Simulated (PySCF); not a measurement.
A GIAO shielding run with PySCF 2.14 (density fitting, non-relativistic, gas phase) on `N[SiH2][SiH2]Cl`, ClH6NSi2:

```
$ OMP_NUM_THREADS=1 python probes_run.py task.json out

{"job": {"kind": "nmr", "xc": "BLYP", "basis": "pcSseg-2", "pop": false}, "charge": 0, "multiplicity": 1}
N     -1.449843    -0.534868     0.729938
Si    -0.725601     0.372552    -0.552237
Si     1.564066    -0.058098    -0.304779
Cl     1.890682     0.071137     1.760080
H     -2.457119    -0.576644     0.837238
H     -0.983454    -0.528467     1.631890
H     -1.237139    -0.113067    -1.871150
H     -0.920035     1.863771    -0.535605
H      1.963508    -1.428797    -0.740016
H      2.455253     0.935655    -0.972876
```

Hardware: 1 thread of an Arm Neoverse N1, shared host.

Question: How large is the calculation?

Answer: 58 electrons, 249 basis functions and 768 auxiliary functions.

Question: How long does it take, and how much memory does it need?

Answer: 50 s of wall time, with 14 SCF cycles; peak memory 0.92 GiB. Times on a shared host scatter by some tens of per cent.

Question: And these other runs on the same molecule and hardware: GIAO shielding at B3LYP/pcSseg-2; GIAO shielding at B97-D/pcSseg-2; GIAO shielding at BP86/pcSseg-2; GIAO shielding at HF/pcSseg-2; GIAO shielding at KT2/pcSseg-2; GIAO shielding at KT3/pcSseg-2?

Answer: B3LYP/pcSseg-2: 249 functions, 43 s; B97-D/pcSseg-2: 249 functions, 51 s; BP86/pcSseg-2: 249 functions, 49 s; HF/pcSseg-2: 249 functions, 27 s; KT2/pcSseg-2: 249 functions, 54 s; KT3/pcSseg-2: 249 functions, 51 s.
